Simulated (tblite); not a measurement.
Compound: C5H8BClS.
Atom-mapped SMILES: `[CH:1]#[C:2][C@@H:3]([BH:4][Cl:5])[S:6][CH2:7][CH3:8]` (hydrogens: H9 on C1; H10 on C3; H11 on B4; H12, H13 on C7; H14, H15, H16 on C8)

Computed with GFN2-xTB (tblite), gas phase: L-BFGS steps from a force-field or distance-geometry start until the largest atomic force falls under 0.01 eV/Å.

Step 6: E = -646.5255 eV
```
atom  x, y, z in Å  |  force x, y, z in eV/Å
C1     -2.3122    1.5453    0.8513   -0.080   0.141   0.057
C2     -1.8012    0.5389    0.4537   -0.010  -0.225  -0.020
C3     -1.1936   -0.6797   -0.0291    0.049   0.046   0.093
B4     -2.1879   -1.5171   -0.9457    0.059   0.161   0.012
Cl5    -2.6105   -3.0821   -0.5113   -0.014  -0.083  -0.010
S6      0.3139   -0.2341   -1.0343   -0.028  -0.055  -0.041
C7      1.4250    0.1861    0.3605    0.016   0.010   0.032
C8      2.7764    0.6283   -0.1638   -0.018  -0.004   0.020
H9     -2.7741    2.4179    1.2079    0.057  -0.005  -0.024
H10    -0.8139   -1.2614    0.8158    0.045   0.031   0.058
H11    -2.6280   -1.0206   -1.9049   -0.098  -0.022  -0.145
H12     0.9486    0.9816    0.9351   -0.037  -0.010  -0.011
H13     1.5213   -0.7075    0.9790    0.010  -0.008   0.024
H14     3.4323    0.8627    0.6725    0.015   0.006  -0.026
H15     3.2292   -0.1619   -0.7578    0.013   0.013  -0.006
H16     2.6670    1.5126   -0.7861    0.021   0.002  -0.012
```

Step 7: E = -646.5286 eV
```
atom  x, y, z in Å  |  force x, y, z in eV/Å
C1     -2.3120    1.5444    0.8508   -0.036   0.055   0.026
C2     -1.8063    0.5333    0.4566   -0.027  -0.065   0.020
C3     -1.1915   -0.6796   -0.0267   -0.005   0.025   0.089
B4     -2.1865   -1.5097   -0.9460    0.006   0.020  -0.005
Cl5    -2.6089   -3.0783   -0.5143   -0.008  -0.059  -0.008
S6      0.3098   -0.2386   -1.0325    0.069  -0.002  -0.062
C7      1.4236    0.1856    0.3613    0.048   0.009   0.024
C8      2.7764    0.6285   -0.1632   -0.014  -0.001  -0.001
H9     -2.7710    2.4180    1.2066    0.034   0.016  -0.012
H10    -0.8099   -1.2577    0.8191    0.028  -0.009   0.058
H11    -2.6326   -1.0255   -1.9097   -0.060   0.018  -0.106
H12     0.9457    0.9821    0.9347   -0.020  -0.034  -0.022
H13     1.5218   -0.7088    0.9801    0.003   0.026   0.011
H14     3.4349    0.8636    0.6724   -0.022  -0.006  -0.049
H15     3.2304   -0.1614   -0.7588   -0.009   0.029   0.021
H16     2.6684    1.5130   -0.7874    0.013  -0.023   0.015
```

Step 8: E = -646.5295 eV
```
atom  x, y, z in Å  |  force x, y, z in eV/Å
C1     -2.3122    1.5444    0.8508   -0.008   0.002   0.006
C2     -1.8089    0.5309    0.4582   -0.033   0.013   0.041
C3     -1.1908   -0.6792   -0.0245   -0.018  -0.001   0.050
B4     -2.1861   -1.5069   -0.9462   -0.020  -0.028  -0.023
Cl5    -2.6084   -3.0779   -0.5155    0.000  -0.029  -0.014
S6      0.3095   -0.2402   -1.0329    0.078   0.012  -0.034
C7      1.4239    0.1856    0.3618    0.035   0.001   0.004
C8      2.7762    0.6285   -0.1630   -0.005   0.002  -0.008
H9     -2.7694    2.4184    1.2060    0.018   0.033  -0.004
H10    -0.8080   -1.2567    0.8212    0.020  -0.017   0.051
H11    -2.6351   -1.0269   -1.9131   -0.028   0.017  -0.056
H12     0.9443    0.9817    0.9343   -0.016  -0.032  -0.021
H13     1.5220   -0.7089    0.9807    0.004   0.028   0.010
H14     3.4354    0.8639    0.6716   -0.019  -0.004  -0.037
H15     3.2307   -0.1608   -0.7588   -0.011   0.021   0.020
H16     2.6691    1.5128   -0.7876    0.005  -0.018   0.015
```

Problem. Estimate the geometry and energy of step 9. (The exact step hangs on the optimiser's Hessian estimate; all steps are aligned on step 8, rigid shifts and turns removed.)

Solution. E = -646.5303 eV, largest force 0.063 eV/Å
```
atom  x, y, z in Å  |  force x, y, z in eV/Å
C1     -2.3126    1.5446    0.8510    0.005  -0.019  -0.001
C2     -1.8112    0.5294    0.4602   -0.019   0.042   0.043
C3     -1.1907   -0.6791   -0.0220   -0.017  -0.023   0.002
B4     -2.1861   -1.5054   -0.9470   -0.028  -0.044  -0.031
Cl5    -2.6081   -3.0782   -0.5167    0.006  -0.005  -0.021
S6      0.3109   -0.2411   -1.0337    0.047   0.010   0.007
C7      1.4248    0.1856    0.3623    0.007  -0.007  -0.014
C8      2.7759    0.6286   -0.1630    0.004   0.005  -0.009
H9     -2.7679    2.4194    1.2054    0.006   0.044   0.002
H10    -0.8063   -1.2562    0.8237    0.007  -0.013   0.031
H11    -2.6374   -1.0276   -1.9165    0.002   0.008  -0.004
H12     0.9430    0.9808    0.9335   -0.014  -0.021  -0.016
H13     1.5223   -0.7083    0.9814    0.008   0.020   0.013
H14     3.4355    0.8640    0.6702   -0.003   0.002  -0.012
H15     3.2306   -0.1599   -0.7585   -0.006   0.002   0.008
H16     2.6697    1.5123   -0.7875   -0.004  -0.001   0.004
```

The energy changes by -0.0007 eV. The first-order estimate −F·Δx gives -0.0011 eV and the mean of the old and new forces, exact on a quadratic surface, -0.0007 eV. The step makes an angle of 42° with the force vector and moves no atom by more than 0.004 Å.

The cost below is that of the whole relaxation. Time: 0.48 s wall. Hardware: Arm Neoverse V1, one thread, shared host.
